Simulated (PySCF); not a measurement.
A GIAO shielding run with PySCF (density fitting, non-relativistic, gas phase) on `CSCS[SiH3]`, C₂H₈S₂Si:

```
$ OMP_NUM_THREADS=1 python probes_run.py task.json out

{"job": {"kind": "nmr", "xc": "BLYP", "basis": "pcSseg-1", "pop": false}, "charge": 0, "multiplicity": 1}
C     -1.862910    -0.838242    -0.213501
S     -0.707387    -0.070773    -1.364312
C     -0.208078     1.367249    -0.398759
S      0.617530     1.022028     1.197836
Si     2.003415    -0.499883     0.562219
H     -1.388984    -0.959312     0.772460
H     -2.783331    -0.244163    -0.113824
H     -2.114842    -1.826760    -0.621574
H      0.468479     1.938846    -1.051554
H     -1.073187     2.005459    -0.160090
H      2.663976    -0.104627    -0.716104
H      3.006429    -0.537871     1.667472
H      1.386335    -1.851215     0.431247
```

Hardware: 1 thread of an Arm Neoverse V1, shared host.

Q: How large is the calculation?

A: 66 electrons, 146 basis functions and 829 auxiliary functions.

Q: How long does it take, and how much memory does it need?

A: 19 s of wall time, with 14 SCF cycles; peak memory 0.93 GiB. Times on a shared host scatter by some tens of per cent.

Q: And these other runs on the same molecule and hardware: GIAO shielding at B3LYP/pcSseg-1; GIAO shielding at B97-D/pcSseg-1; GIAO shielding at BP86/pcSseg-1; GIAO shielding at HF/pcSseg-1; GIAO shielding at KT2/pcSseg-1; GIAO shielding at KT3/pcSseg-1?

A: B3LYP/pcSseg-1: 146 functions, 14 s; B97-D/pcSseg-1: 146 functions, 19 s; BP86/pcSseg-1: 146 functions, 19 s; HF/pcSseg-1: 146 functions, 7.5 s; KT2/pcSseg-1: 146 functions, 19 s; KT3/pcSseg-1: 146 functions, 19 s.
